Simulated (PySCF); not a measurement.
Input of a run (PBE0-D3(BJ)/def2-SVP geometry optimisation, gas phase (PySCF 2.14.0)), started from GFN2-xTB:
```
{"job": {"xc": "PBE0", "basis": "def2-SVP", "d3": "d3bj", "grid": 1, "kind": "geom"}, "charge": 0, "multiplicity": 1}
C     -2.286610     0.923473    -0.133067
C     -1.390980    -0.302966    -0.051646
O     -0.135415    -0.004729    -0.621856
Ge     1.396108    -0.765076    -0.165026
As     2.953309     0.450016    -1.473614
H     -3.268599     0.694597     0.272573
H     -1.847713     1.741956     0.432018
H     -2.390316     1.235830    -1.168752
H     -1.846954    -1.137529    -0.598897
H     -1.275106    -0.611048     0.995701
H      1.424435    -0.718212     1.372142
H      1.256511    -2.271713    -0.441544
H      3.360603     1.285458    -0.291806
H      4.050048    -0.520530    -1.123441
```

Output (energies in Eh, forces in Eh/bohr):
```
step   0  E = -4468.38139263  max force = 0.013615
step   1  E = -4468.38576512  max force = 0.007947
step   2  E = -4468.38616912  max force = 0.001275
step   3  E = -4468.38621954  max force = 0.000563
step   4  E = -4468.38628777  max force = 0.001827
step   5  E = -4468.38632220  max force = 0.001656
step   6  E = -4468.38637397  max force = 0.000503
step   7  E = -4468.38643423  max force = 0.001214
step   8  E = -4468.38644458  max force = 0.002831
step   9  E = -4468.38652868  max force = 0.002135
step  10  E = -4468.38660616  max force = 0.000344
step  11  E = -4468.38661865  max force = 0.000271
optimisation converged
```

Q: Summarise the run.

A: The energy falls by 0.142 eV over 12 energy and gradient evaluations, the largest force component goes from 0.0136 to 2.7e-04 Eh/bohr, and the atoms move by 0.294 Å rms after alignment. The bond that changes most is Ge4–As5 (ends: germanium bonded to As, O and 2 H; arsenic bonded to Ge and 2 H), which lengthens by 0.040 Å. Bonds longer at the end by more than 0.005 Å: 11 of 13; shorter: 1. Among the angles that change most is H11–Ge4–H12, from 102.2° to 109.7°. Among the dihedrals that turn most is H9–C2–O3–Ge4, from -88° to -57°. The energy never rose by more than 1e-6 Eh on the way. The first step brought 84 % of the lowering.

Q: What are the final bond lengths?

A: C1–C2 1.511 Å, C2–O3 1.406 Å, O3–Ge4 1.785 Å, Ge4–As5 2.409 Å, C1–H6 1.101 Å, C1–H7 1.100 Å, C1–H8 1.100 Å, C2–H9 1.110 Å, C2–H10 1.110 Å, Ge4–H11 1.547 Å, Ge4–H12 1.547 Å, As5–H13 1.525 Å, As5–H14 1.528 Å. Numbering counts from 1 in the input's order; the species is `CC[O][GeH2][AsH2]`.

The run used 151 basis functions and 79 SCF cycles in all. The run took 2.1 min of wall time on Arm Neoverse V1, one thread, shared host, and the process peaked at 0.65 GiB of memory.

Whether it is a minimum is left open (no frequencies). One conformer, not necessarily the lowest.
